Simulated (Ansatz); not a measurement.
**Abstraction of H: CH6SSn + SiH2(SiH2)Cl → CH5SSn + SiH2(SiH3)Cl**

Species: CH6SSn `C[S][SnH3]`, singlet; SiH2(SiH2)Cl, doublet; CH5SSn `C[S][SnH2]`, doublet; SiH2(SiH3)Cl, singlet. A radical takes H: the energy is the difference in strength between the Sn–H bond broken and the Si–H bond made.

Shapes, held fixed at every level: PBE0-D4/def2-TZVP. Flexible molecules stand in one conformer, not always the lowest. Programs: Ansatz 0.2.0. The zero-point and thermal change to 298 K, harmonic and unscaled (PBE0-D4/def2-TZVP), is +3.1 kJ/mol.

| level | kind | ΔH(298 K) (kJ/mol) | less CCSD(T)/def2-TZVPP | CPU time (sum over the molecules) |
| --- | --- | --- | --- | --- |
| MP2/def2-SVP | perturbation theory | -60.2 | +0.2 | – |
| SPW92/def2-TZVPP | LDA | -71.0 | -10.6 | 16 s |
| PBE-D4/def2-TZVPP | GGA | -69.1 | -8.7 | 32 s |
| wB97M-V/def2-TZVPP | range-separated hybrid | -70.0 | -9.6 | 2.8 min |
| wB97X-V/def2-TZVPP | range-separated hybrid | -63.9 | -3.5 | 2.2 min |
| B2PLYP/def2-TZVPP | double hybrid | -69.3 | -8.9 | 73 s |
| CCSD/def2-SVP | coupled cluster or CI | -60.6 | -0.2 | – |
| CCSD(T)/def2-TZVPP | coupled cluster or CI | -60.4 | 0.0 | 25 min |

The highest level, CCSD(T)/def2-TZVPP, gives ΔH(298 K) = -60.4 kJ/mol; the levels span -71.0 to -60.2. The column of differences is taken from that level and isn't an error. No measured value is set beside it here. Open shells run unrestricted. For atoms past krypton def2 sets carry core potentials with scalar relativity. Outer-core shells of Sn are correlated in most correlated rows, in sets that cover them unevenly. Times are processor times on shared x86 and Arm servers, and rough.
